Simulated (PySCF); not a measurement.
Write Cartesian coordinates for InChI=1S/C2H9GeNOSi/c1-2(5)6-4-3/h4H,6H2,1,3H3 as optimised with PBE0-D3(BJ)/def2-SVP.

```
atom  x, y, z in Å
C1    -2.520   -0.615    0.369
C2    -2.239   -0.055   -0.999
O3    -3.101    0.451   -1.686
Si4   -0.453   -0.077   -1.750
N5     0.737   -0.924   -0.812
Ge6    1.985   -0.218    0.342
H7    -1.893   -0.103    1.118
H8    -3.583   -0.498    0.622
H9    -2.232   -1.678    0.406
H10   -0.591   -0.684   -3.108
H11   -0.045    1.356   -1.858
H12    0.817   -1.925   -0.964
H13    1.464    1.168    0.758
H14    2.105   -1.145    1.566
H15    3.368   -0.080   -0.326
```

Any rigid rotation of these coordinates is as good. Atoms count from 1 in this order. Si4 (SiH2 silicon) is distorted tetrahedral (angles from 105.6° to 115.3°). Ge6 (germanium bonded to N and 3 H) is tetrahedral (angles from 106.6° to 111.8°). N5 (silicon-bound nitrogen) is planar (angles 128.0°, 117.0° and 114.7°, sum 359.8°, 0.04 Å off the plane of its three neighbours).

Bonds between heavy atoms (Å): C1–C2 1.505, C2=O3 1.213, C2–Si4 1.938, Si4–N5 1.736, N5–Ge6 1.840.

Theory: PBE0-D3(BJ)/def2-SVP geometry optimisation, gas phase in PySCF.

Point group: C1 (no symmetry element, even within 0.4 Å). PBE0-D3(BJ)/def2-SVP frequencies: not computed here. The numbers are those of one conformer (C1–C2–Si4–N5 6°, C2–Si4–N5–Ge6 -99°).
